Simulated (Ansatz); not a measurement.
All values below come from frozen-core CCSD(T)/def2-SVP // CAM-B3LYP-D3(BJ)/def2-SVP (Ansatz, a program for electronic structure). The restricted HF reference is unstable towards unrestricted orbitals.

Ansatz 0.2 input:
```yaml
crystal:
  periodic: [false, false, false]
  atoms:
    - { symbol: C, position_ang: [-3.023523, 1.332831, -0.006808] }
    - { symbol: C, position_ang: [-2.362725, 2.363826, -0.007402] }
    - { symbol: C, position_ang: [-1.194831, 3.081057, -0.007207] }
    - { symbol: C, position_ang: [0.001093, 3.344506, -0.005532] }
    - { symbol: C, position_ang: [1.33416, 3.025575, -0.003159] }
    - { symbol: C, position_ang: [2.365183, 2.364825, -0.001836] }
    - { symbol: C, position_ang: [3.081535, 1.19631, -0.000577] }
    - { symbol: C, position_ang: [3.342934, -0.000035, 0.000636] }
    - { symbol: C, position_ang: [3.023718, -1.332996, 0.002635] }
    - { symbol: C, position_ang: [2.362911, -2.363948, 0.004948] }
    - { symbol: C, position_ang: [1.195213, -3.081778, 0.006542] }
    - { symbol: C, position_ang: [-0.001, -3.343749, 0.007658] }
    - { symbol: C, position_ang: [-1.334259, -3.025473, 0.00771] }
    - { symbol: C, position_ang: [-2.365196, -2.364621, 0.005299] }
    - { symbol: C, position_ang: [-3.082074, -1.196373, 0.000685] }
    - { symbol: C, position_ang: [-3.343139, 0.000042, -0.003694] }
basis:
  gaussian: { orbitals: def2-SVP }
correlation:
  method: ccsd_t
```

Output:

```
Functional definition: HF
2336 factors; integrals over basis functions are off by at most 7.7e-4 eV
mean field evaluation 1: about -16450.1846 eV, gradient 3.7e1 eV
mean field evaluation 2: about -16452.8172 eV, gradient 3.6e1 eV
mean field evaluation 4: about -16458.1159 eV, gradient 2.3e0 eV
mean field evaluation 8: about -16458.1645 eV, gradient 3.9e-1 eV
mean field evaluation 16: about -16458.1709 eV, gradient 8.6e-6 eV
mean field -16458.17093157 eV, -604.8266259863 hartree, gradient 8.6e-6 eV, S^2 0.000000; 0 other end points of the search recorded, 0 dependent functions left out; unrestricted orbitals would lower it
mean field evaluation 32: about -16459.1422 eV, gradient 3.0e0 eV
mean field evaluation 64: about -16458.4074 eV, gradient 4.4e0 eV
mean field evaluation 96: about -16459.1633 eV, gradient 3.1e-1 eV
mean field evaluation 128: about -16459.2410 eV, gradient 3.8e-1 eV
unrestricted determinant -16461.57628127 eV, -604.9517702795 hartree, S^2 4.9144
16 core orbitals not correlated
reference -16458.17093157 eV, -604.8266259863 hartree; 32, 32 occupied and 176, 176 virtual orbitals, 2336 factors
second order -54.34910421 eV of doubles, -0.00000000 eV of singles
cycle   1  -51.11043191 eV  change     3.2e0 eV  update   2.7e-1
cycle   2  -53.34906636 eV  change    -2.2e0 eV  update   1.1e-1
cycle   3  -53.88568334 eV  change   -5.4e-1 eV  update   4.6e-2
cycle   4  -53.97937582 eV  change   -9.4e-2 eV  update   2.2e-2
cycle   5  -54.02224215 eV  change   -4.3e-2 eV  update   1.1e-2
cycle   6  -54.03335628 eV  change   -1.1e-2 eV  update   4.8e-3
cycle   7  -54.02742609 eV  change    5.9e-3 eV  update   3.2e-3
cycle   8  -54.02400414 eV  change    3.4e-3 eV  update   1.3e-3
cycle   9  -54.02439772 eV  change   -3.9e-4 eV  update   1.0e-3
cycle  10  -54.02390961 eV  change    4.9e-4 eV  update   2.8e-4
cycle  11  -54.02350949 eV  change    4.0e-4 eV  update   1.7e-4
cycle  12  -54.02383744 eV  change   -3.3e-4 eV  update   6.1e-5
cycle  13  -54.02367899 eV  change    1.6e-4 eV  update   2.6e-5
cycle  14  -54.02370321 eV  change   -2.4e-5 eV  update   1.5e-5
perturbative correction -3.35466703 eV, -0.1232817395 hartree
Total energy: -16515.54930181 eV, -606.9352422001 hartree
```

Cost: roughly 10 core-minutes.
